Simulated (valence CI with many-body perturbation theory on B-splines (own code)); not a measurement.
## La23+: calculated level list

Calculated by configuration interaction combined with many-body perturbation theory (CI+MBPT): six valence electrons over a frozen Dirac-Fock core [Ar] 3d10, a basis of 9 s, 9 p, 8 d, 6 f, 3 g, 1 h functions for each j, with the one-electron correlation potential Σ1, the two-electron term Σ2, the three-electron term Σ3, Breit, model QED; selected CI, second order for the rest, scaled by the run's own slope (own B-spline code, finite nucleus).

No measured spectrum was set against this ion. As an estimate, levels hold to about 250 cm⁻¹ or 0.2 % of their energy and the worst to 1 %, as in measured heavy ions of charge 2 to 7; those with d or f electrons hold less well. Among the levels kept, up to 930 cm⁻¹ of a level comes from second order outside the variational space, and about a tenth of that is noise between levels of different J, which matters for small intervals.

Levels 1 to 39 of 39, with energies above the lowest level, (4s^2 4p1/2^2 4p3/2^2) J=2. "Leading %" is the weight of the configuration and term that name the level; weights of strongly mixed levels are sums over their largest components and can fall short. In the jj column 3d3/2^4 stands for four electrons in 3d with j = 3/2.

```csv
No.,Configuration,Term,J,E (cm⁻¹),Leading %,Leading jj,g
1,4s2 4p4,3P,2,0,73,4s^2 4p1/2^2 4p3/2^2 (97 %),1.372
2,4s2 4p4,1S,0,44210,53,4s^2 4p1/2^2 4p3/2^2 (96 %),
3,4s2 4p4,3P,1,167260,98,4s^2 4p1/2 4p3/2^3 (98 %),1.499
4,4s2 4p4,1D,2,192410,73,4s^2 4p1/2 4p3/2^3 (97 %),1.125
5,4s2 4p4,3P,0,380390,53,4s^2 4p3/2^4 (96 %),
6,4s 4p5,3P°,2,632490,85,4s 4p1/2^2 4p3/2^3 (85 %),1.496
7,4s 4p5,3P°,1,680230,48,4s 4p1/2^2 4p3/2^3 (67 %),1.300
8,4s2 4p3 4d,3F°,2,756560,32,4s^2 4p1/2^2 4p3/2 4d3/2 (89 %),1.047
9,4s2 4p3 4d,5D°,0,763190,45,4s^2 4p1/2^2 4p3/2 4d3/2 (83 %),
10,4s2 4p3 4d,5D°,3,767020,32,4s^2 4p1/2^2 4p3/2 4d3/2 (77 %),1.229
11,4s2 4p3 4d,5D°,1,784620,48,4s^2 4p1/2^2 4p3/2 4d3/2 (68 %),1.336
12,4s2 4p3 4d,5D°,4,796480,44,4s^2 4p1/2^2 4p3/2 4d5/2 (92 %),1.324
13,4s 4p5,3P°,0,805440,77,4s 4p1/2 4p3/2^4 (77 %),
14,4s2 4p3 4d,5D°,2,821500,35,4s^2 4p1/2^2 4p3/2 4d5/2 (73 %),1.309
15,4s 4p5,1P°,1,846240,38,4s 4p1/2 4p3/2^4 (60 %),1.176
16,4s2 4p3 4d,3G°,3,855640,28,4s^2 4p1/2^2 4p3/2 4d5/2 (57 %),1.091
17,4s2 4p3 4d,3D°,1,883690,62,4s^2 4p1/2^2 4p3/2 4d5/2 (63 %),0.836
18,4s2 4p3 4d,3F°,2,905210,46,4s^2 4p1/2 4p3/2^2 4d3/2 (92 %),0.999
19,4s2 4p3 4d,1S°,0,910230,52,4s^2 4p1/2 4p3/2^2 4d3/2 (73 %),
20,4s2 4p3 4d,3D°,1,918280,71,4s^2 4p1/2 4p3/2^2 4d3/2 (58 %),0.727
21,4s2 4p3 4d,3F°,3,919880,55,4s^2 4p1/2 4p3/2^2 4d3/2 (80 %),1.132
22,4s2 4p3 4d,3D°,3,938550,64,4s^2 4p1/2 4p3/2^2 4d5/2 (90 %),1.295
23,4s2 4p3 4d,3G°,4,942410,67,4s^2 4p1/2 4p3/2^2 4d3/2 (49 %),1.169
24,4s2 4p3 4d,3F°,4,950360,42,4s^2 4p1/2 4p3/2^2 4d5/2 (56 %),1.196
25,4s2 4p3 4d,3F°,4,972570,52,4s^2 4p1/2 4p3/2^2 4d5/2 (85 %),1.142
26,4s2 4p3 4d,3F°,2,973290,50,4s^2 4p1/2 4p3/2^2 4d3/2 (84 %),0.897
27,4s2 4p3 4d,3G°,5,981380,98,4s^2 4p1/2 4p3/2^2 4d5/2 (98 %),1.198
28,4s2 4p3 4d,3D°,1,999290,21,4s^2 4p1/2 4p3/2^2 4d5/2 (50 %),1.254
29,4s2 4p3 4d,3P°,0,1014300,53,4s^2 4p1/2 4p3/2^2 4d5/2 (66 %),
30,4s2 4p3 4d,3P°,2,1020800,35,4s^2 4p1/2 4p3/2^2 4d5/2 (72 %),1.271
31,4s2 4p3 4d,3P°,2,1025600,45,4s^2 4p1/2 4p3/2^2 4d5/2 (46 %),1.232
32,4s2 4p3 4d,3D°,3,1038200,49,4s^2 4p1/2 4p3/2^2 4d5/2 (44 %),1.155
33,4s2 4p3 4d,3D°,3,1040000,49,4s^2 4p1/2 4p3/2^2 4d5/2 (77 %),1.173
34,4s2 4p3 4d,3P°,1,1045700,55,4s^2 4p1/2 4p3/2^2 4d3/2 (60 %),1.270
35,4s2 4p3 4d,3D°,2,1053500,35,4s^2 4p1/2 4p3/2^2 4d5/2 (59 %),1.093
36,4s2 4p3 4d,3S°,1,1069100,53,4s^2 4p1/2 4p3/2^2 4d5/2 (46 %),1.543
37,4s2 4p3 4d,1F°,3,1071000,45,4s^2 4p1/2 4p3/2^2 4d5/2 (38 %),1.072
38,4s2 4p3 4d,1P°,1,1101000,45,4s^2 4p1/2 4p3/2^2 4d3/2 (57 %),0.915
39,4s2 4p3 4d,1D°,2,1109900,43,4s^2 4p1/2 4p3/2^2 4d5/2 (75 %),1.156
```

Where two levels of one J and parity lie close, their mixing, g and order are uncertain.

The ionisation energy to 4s2 4p3 2P°_3/2 of the next ion comes out as 771.23 eV (NIST: 770 ± 4 eV (theoretical)). All 39 levels together are meant to be complete up to 1111800 cm⁻¹.
